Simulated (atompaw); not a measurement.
Reading a pseudo-wave (Cr (Z = 24))

Columns: radius, all-electron u(r) and pseudo u(r) of the 3d shell (level -3.13 eV) of chromium in the configuration [Ne] 3s2 3p6 3d5 4s1 4p0; LDA (PW92), scalar-relativistic, PAW (atompaw) scheme, atompaw 4.2.0.5.

```csv
r (bohr),all-electron,pseudo
0.085,0.0308,0.0004
0.169,0.1404,0.0032
0.254,0.2909,0.0106
0.338,0.4390,0.0242
0.423,0.5666,0.0457
0.508,0.6642,0.0753
0.592,0.7315,0.1126
0.677,0.7735,0.1574
0.762,0.7945,0.2080
0.846,0.7993,0.2616
0.931,0.7926,0.3171
1.015,0.7778,0.3707
1.100,0.7574,0.4213
1.185,0.7334,0.4660
1.269,0.7077,0.5025
1.354,0.6805,0.5306
1.438,0.6533,0.5489
1.523,0.6259,0.5580
1.608,0.5991,0.5582
1.692,0.5732,0.5509
1.777,0.5479,0.5374
1.862,0.5235,0.5196
1.946,0.5005,0.4995
2.031,0.4781,0.4781
2.115,0.4571,0.4571
2.200,0.4367,0.4367
```

Question: How many radial nodes do the two functions have?

Answer: The all-electron 3d function has n − l − 1 = 0; the pseudo-wave has 0.

Question: Is the pseudo-wave norm-conserving?

Answer: No, it belongs to a PAW set: the norm inside the radius is not constrained, and the difference is carried by the augmentation charge.
